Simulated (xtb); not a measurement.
Job for xtb: GFN2-xTB on AlAsH4O (SMILES [OH][AlH][AsH2]), a point of a torsion scan.

```
$ xtb mol.xyz --gfn 2 --opt vtight --chrg 0 --uhf 0 --input xcontrol
7

O     -2.08614083    -0.53935096     0.63594893
Al    -0.75771028     0.61264713     0.06705035
As     1.52620967    -0.14837623     0.36154441
H     -1.97334262    -1.34771027     0.05897372
H     -1.17838807     1.78415953    -0.95068469
H      2.16179638     0.23956443     1.70789282
H      2.42330252     0.13661524    -0.87227998
$constrain
  force constant=1.0
  dihedral: 1,2,3,6,270.0
$end
```

It printed:

```
[...]
           -------------------------------------------------
          |                Calculation Setup                |
           -------------------------------------------------



           -------------------------------------------------
          |                 G F N 2 - x T B                 |
           -------------------------------------------------

        Reference                      10.1021/acs.jctc.8b01176
      * Hamiltonian:
        H0-scaling (s, p, d)           1.850000    2.230000    2.230000
        zeta-weighting                 0.500000
      * Dispersion:
        s8                             2.700000
        a1                             0.520000
        a2                             5.000000
        s9                             5.000000
      * Repulsion:
        kExp                           1.500000    1.000000
        rExp                           1.000000
      * Coulomb:
        alpha                          2.000000
        third order                    shell-resolved
        anisotropic                    true
        a3                             3.000000
        a5                             4.000000
        cn-shift                       1.200000
        cn-exp                         4.000000
        max-rad                        5.000000


          ...................................................
          :                      SETUP                      :
          :.................................................:
          :  # basis functions                  28          :
          :  # atomic orbitals                  26          :
          :  # shells                           12          :
          :  # electrons                        18          :
          :  max. iterations                   250          :
          :  Hamiltonian                  GFN2-xTB          :
          :  restarted?                      false          :
          :  GBSA solvation                  false          :
          :  PC potential                    false          :
          :  electronic temp.          300.0000000     K    :
          :  accuracy                    1.0000000          :
          :  -> integral cutoff          0.2500000E+02      :
          :  -> integral neglect         0.1000000E-07      :
          :  -> SCF convergence          0.1000000E-05 Eh   :
          :  -> wf. convergence          0.1000000E-03 e    :
          :  Broyden damping             0.4000000          :
          :  net charge                          0          :
          :  unpaired electrons                  0          :
          ...................................................

 iter      E             dE          RMSdq      gap      omega  full diag
   1     -9.5101895 -0.951019E+01  0.180E+01    3.32       0.0  T
   2     -9.5520893 -0.418998E-01  0.130E+01    2.40       1.0  T
   3     -9.5217590  0.303303E-01  0.768E+00    3.41       1.0  T
   4     -9.5787491 -0.569902E-01  0.176E+00    2.94       1.0  T
   5     -9.5793751 -0.626002E-03  0.806E-01    2.96       1.0  T
   6     -9.5794017 -0.265976E-04  0.187E-01    2.95       1.0  T
   7     -9.5794171 -0.153607E-04  0.877E-02    2.96       1.0  T
   8     -9.5794194 -0.230430E-05  0.342E-02    2.95       1.1  T
   9     -9.5794204 -0.106064E-05  0.118E-02    2.96       3.2  T
  10     -9.5794205 -0.171986E-07  0.382E-03    2.96       9.9  T
  11     -9.5794205 -0.147789E-07  0.157E-03    2.96      24.1  T
  12     -9.5794205 -0.453637E-09  0.336E-04    2.96     112.4  T
  13     -9.5794205 -0.458140E-10  0.202E-04    2.96     187.1  T

   *** convergence criteria satisfied after 13 iterations ***

         #    Occupation            Energy/Eh            Energy/eV
      -------------------------------------------------------------
         1        2.0000           -0.6657397             -18.1157
       ...           ...                  ...                  ...
         3        2.0000           -0.5472641             -14.8918
         4        2.0000           -0.4934993             -13.4288
         5        2.0000           -0.4590919             -12.4925
         6        2.0000           -0.4582313             -12.4691
         7        2.0000           -0.4329560             -11.7813
         8        2.0000           -0.4009500             -10.9104
         9        2.0000           -0.3477524              -9.4628 (HOMO)
        10                         -0.2391415              -6.5074 (LUMO)
        11                         -0.2075454              -5.6476
        12                         -0.1895794              -5.1587
        13                         -0.1440900              -3.9209
        14                         -0.1212820              -3.3003
       ...                                ...                  ...
        26                          1.1506703              31.3113
      -------------------------------------------------------------
                  HL-Ga
[...]
     ...                                ...                  ...
        26                          1.2560710              34.1794
      -------------------------------------------------------------
                  HL-Gap            0.1357900 Eh            3.6950 eV
             Fermi-level           -0.2832084 Eh           -7.7065 eV

 SCC (total)                   0 d,  0 h,  0 min,  0.003 sec
 SCC setup                      ...        0 min,  0.000 sec (  1.846%)
 Dispersion                     ...        0 min,  0.000 sec (  0.580%)
 classical contributions        ...        0 min,  0.000 sec (  0.232%)
 integral evaluation            ...        0 min,  0.001 sec ( 27.904%)
 iterations                     ...        0 min,  0.001 sec ( 19.962%)
 molecular gradient             ...        0 min,  0.001 sec ( 46.530%)
 printout                       ...        0 min,  0.000 sec (  2.699%)

         :::::::::::::::::::::::::::::::::::::::::::::::::::::
         ::                     SUMMARY                     ::
         :::::::::::::::::::::::::::::::::::::::::::::::::::::
         :: total energy              -9.609540005982 Eh    ::
         :: gradient norm              0.000030451203 Eh/a0 ::
         :: HOMO-LUMO gap              3.695032756965 eV    ::
         ::.................................................::
         :: SCC energy                -9.667627202262 Eh    ::
         :: -> isotropic ES            0.044132942014 Eh    ::
         :: -> anisotropic ES          0.003264921745 Eh    ::
         :: -> anisotropic XC         -0.004071923784 Eh    ::
         :: -> dispersion             -0.003378726292 Eh    ::
         :: repulsion energy           0.058086739541 Eh    ::
         :: add. restraining           0.000000456738 Eh    ::
         :: total charge               0.000000000000 e     ::
         :::::::::::::::::::::::::::::::::::::::::::::::::::::

           -------------------------------------------------
          |                Property Printout                |
           -------------------------------------------------

    * Orbital Energies and Occupations

         #    Occupation            Energy/Eh            Energy/eV
      -------------------------------------------------------------
         1        2.0000           -0.6753247             -18.3765
         2        2.0000           -0.5991184             -16.3028
         3        2.0000           -0.5724837             -15.5781
         4        2.0000           -0.4725519             -12.8588
         5        2.0000           -0.4720996             -12.8465
         6        2.0000           -0.4410769             -12.0023
         7        2.0000           -0.4372929             -11.8993
         8        2.0000           -0.4201774             -11.4336
         9        2.0000           -0.3511034              -9.5540 (HOMO)
        10                         -0.2153134              -5.8590 (LUMO)
        11                         -0.1784565              -4.8560
        12                         -0.1580735              -4.3014
        13                         -0.1217041              -3.3117
        14                         -0.0939301              -2.5560
        15                         -0.0656934              -1.7876
        16                         -0.0204243              -0.5558
        17                          0.0026050               0.0709
        18                          0.1086377               2.9562
        19                          0.1333058               3.6274
        20                          0.2199228               5.9844
       ...                                ...                  ...
        26                          1.2560710              34.1794
      -------------------------------------------------------------
                  HL-Gap            0.1357900 Eh            3.6950 eV
             Fermi-level           -0.2832084 Eh           -7.7065 eV

     #   Z          covCN         q      C6AA      α(0)
     1   8 O        1.542    -0.469    22.316     6.373
     2  13 Al       2.503     0.344    96.163    20.155
     3  33 As       2.828     0.053   212.798    26.737
     4   1 H        0.807     0.305     0.705     1.319
     5   1 H        0.881    -0.182     9.549     4.837
     6   1 H        0.970    -0.031     3.644     2.983
     7   1 H        0.970    -0.021     3.447     2.902

 Mol. C6AA /au·bohr⁶  :       1326.601407
 Mol. C8AA /au·bohr⁸  :      72755.163021
 Mol. α(0) /au        :         65.305991


Wiberg/Mayer (AO) data.
largest (>0.10) Wiberg bond orders for each atom

 ---------------------------------------------------------------------------
     #   Z sym  total        # sym  WBO       # sym  WBO       # sym  WBO
 ---------------------------------------------------------------------------
     1   8 O    2.297 --     2 Al   1.387     4 H    0.863
     2  13 Al   3.522 --     1 O    1.387     3 As   1.081     5 H    0.846
     3  33 As   3.038 --     2 Al   1.081     7 H    0.914     6 H    0.902
                             5 H    0.103
     4   1 H    0.907 --     1 O    0.863
     5   1 H    0.967 --     2 Al   0.846     3 As   0.103
     6   1 H    0.999 --     3 As   0.902
     7   1 H    1.000 --     3 As   0.914
 ---------------------------------------------------------------------------

Topologies differ in total number of bonds
Writing topology from bond orders to xtbtopo.mol

molecular dipole:
                 x           y           z       tot (Debye)
 q only:        0.037      -0.528       0.205
   full:       -0.339      -0.301       0.252       1.319
molecular quadrupole (traceless):
                xx          xy          yy          xz          yz          zz
 q only:        2.579       1.923      -1.707      -1.898       0.749      -0.872
  q+dip:        1.735       4.435      -1.284      -2.708       0.247      -0.451
   full:        0.316       5.718      -2.601      -2.958       2.679       2.285

           -------------------------------------------------
          |                Geometry Summary                 |
           -------------------------------------------------

      molecular mass/u    :      121.9343010
   center of mass at/Å    :        0.7687481      -0.3419394       0.1217418
  moments of inertia/u·Å² :        0.2289561E+02   0.2450469E+03   0.2633970E+03
rotational constants/cm⁻¹ :        0.7362824E+00   0.6879349E-01   0.6400086E-01

 * 5 selected distances

     #   Z          #   Z                                           value/Å
     1   8 O        2  13 Al                                      1.6460273 (max)
     1   8 O        4   1 H                                       0.9478767 (min)
     2  13 Al       5   1 H                                       1.5502438
     3  33 As       6   1 H                                       1.5172581
     3  33 As       7   1 H                                       1.5117183

 * 4 distinct bonds (by element types)

   Z      Z             #   av. dist./Å        max./Å        min./Å
   1 H    8 O           1     0.9478767     0.9478767     0.9478767
   1 H   13 Al          1     1.5502438     1.5502438     1.5502438
   8 O   13 Al          1     1.6460273     1.6460273     1.6460273
   1 H   33 As          2     1.5144882     1.5172581     1.5117183


optimized geometry written to: xtbopt.xyz


           -------------------------------------------------
          | TOTAL ENERGY               -9.609540005982 Eh   |
          | GRADIENT NORM               0.000030451203 Eh/α |
          | HOMO-LUMO GAP               3.695032756965 eV   |
           -------------------------------------------------

------------------------------------------------------------------------
------------------------------------------------------------------------
 total:
 SCF:
 ANC optimizer:
Note: The following floating-point exceptions are signalling: IEEE_UNDERFLOW_FLAG IEEE_DENORMAL
normal termination of xtb
```

The run finished.

Warnings raised: the energy holds the restraint's term.

Cost: very roughly 0.14 core-seconds.
